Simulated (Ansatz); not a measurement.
Reaction (formal loss of a carbene): `FC/C=C/C(F)F` → `F[C]F` + `C=CCF`

Program: Ansatz. Geometries: PBE0-D4/def2-TZVP. ΔE: electronic, gas phase. CCSD(T)/CBS is the MP2 limit (def2-TZVPP, def2-QZVPP) plus CCSD(T) − MP2 in def2-TZVPP, frozen cores. This one scheme is used for every species. Functionals use def2-TZVPP. HSE06 is defined as in plane-wave codes. Each species was taken in one conformer, which may not be the lowest.

| level | ΔE (eV) | difference from CCSD(T)/CBS |
| --- | --- | --- |
| BLYP-D4 | 2.46 | -0.18 |
| r2SCAN-D4 | 2.78 | 0.14 |
| PBE0-D4 | 2.85 | 0.21 |
| r2SCANh-D4 | 2.82 | 0.18 |
| HSE06-D4 | 2.85 | 0.21 |
| CAM-B3LYP-D4 | 2.72 | 0.08 |
| PBE | 2.65 | 0.01 |
| BLYP | 2.32 | -0.32 |
| PBE0 | 2.79 | 0.15 |
| r2SCANh | 2.80 | 0.16 |
| CAM-B3LYP | 2.66 | 0.02 |
| HF/def2-SVP | 2.55 | -0.09 |
| HF/def2-TZVPP | 2.32 | -0.32 |
| CCSD/def2-TZVPP | 2.60 | -0.04 |
| CCSD(T)/def2-TZVPP | 2.59 | -0.05 |
| HF/CBS(def2) | 2.31 | -0.33 |
| CCSD(T)/CBS | 2.64 | 0 |

Largest T1 diagnostic among the species: 0.017.

The D4 term adds +0.10 eV with B3LYP and +0.06 eV with PBE0; it sums over pairs of atoms, weighted by their polarisabilities, and B3LYP, whose exchange is more repulsive, gets the larger term. In def2-TZVPP, CCSD(T) changes the Hartree–Fock value by +0.27 eV (the triples alone add −0.00 eV) and MP2 by +0.48 eV. From PBE to PBE0 (25 % exact exchange), in def2-TZVPP and without D4, ΔE moves by +0.15 eV.

CCSD(T)/CBS has its own doubt, a few kJ/mol and more with outer-core shells, so smaller differences from it don't rank the levels.

B3LYP here is the variant with VWN-RPA as its local correlation; programs differ in this.
